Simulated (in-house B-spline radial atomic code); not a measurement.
## Correlation energy from the adiabatic connection: ω²r²/2, ω = 0.0749

Two electrons in a singlet, external potential ω²r²/2, ω = 0.0749 (atomic units). Full CI in B-splines (partial waves to l = 8, correlation up to 0.6 % small) with the density held fixed gives W(λ) = <V_ee>_λ − U, and E_c is the integral of W(λ) − W(0) from 0 to 1.

```json
{"λ": "0", "W(λ) − W(0) (hartree)": "0.00000"}
{"λ": "0.02", "W(λ) − W(0) (hartree)": "-0.00206"}
{"λ": "0.05", "W(λ) − W(0) (hartree)": "-0.00494"}
{"λ": "0.12", "W(λ) − W(0) (hartree)": "-0.01084"}
{"λ": "0.25", "W(λ) − W(0) (hartree)": "-0.01938"}
{"λ": "0.4", "W(λ) − W(0) (hartree)": "-0.02652"}
{"λ": "0.6", "W(λ) − W(0) (hartree)": "-0.03323"}
{"λ": "0.8", "W(λ) − W(0) (hartree)": "-0.03798"}
{"λ": "1", "W(λ) − W(0) (hartree)": "-0.04152"}
```

**Question.** Integrate the table by the trapezoid rule.

**Answer.** The strips give -0.00002, -0.00011, -0.00055, -0.00196, -0.00344, -0.00597, -0.00712, -0.00795, which sum to -0.02713 hartree. The direct value, W(1) − W(0) + T_c with T_c = 0.01424, is -0.02728; the curve is convex, so chords lie above it and the trapezoids fall short in size by 0.54 %.

**Question.** Now use only three numbers: W(0) = -0.17882, the initial slope W'(0) = -0.1054 (extrapolated from the first points) and the strong-coupling limit of the point-charge-plus-continuum model, W∞ = -0.24164. What do second-order theory and the interpolation W(λ) = W∞ + (W(0) − W∞)/√(1 + 2χλ) of Seidl, Perdew and Levy give?

**Answer.** Second order keeps the slope alone: E_c = W'(0)/2 = -0.05270, +93 % in size against -0.02728. Matching the slope fixes χ = W'(0)/(W∞ − W(0)) = -0.1054/(-0.06282) = 1.67781. Integrating, with s = √(1 + 2χ) = 2.087012, E_c = −(W(0) − W∞)(s − 1)/(s + 1) = −0.06282 × 1.087012/3.087012 = -0.02212 hartree, -18.9 % in size against the full result. At λ = 1 the formula gives W − W(0) = -0.03272 against -0.04152. Part of the miss can come from the model's W∞, which here lies above the computed W at λ = 10, -0.24469.
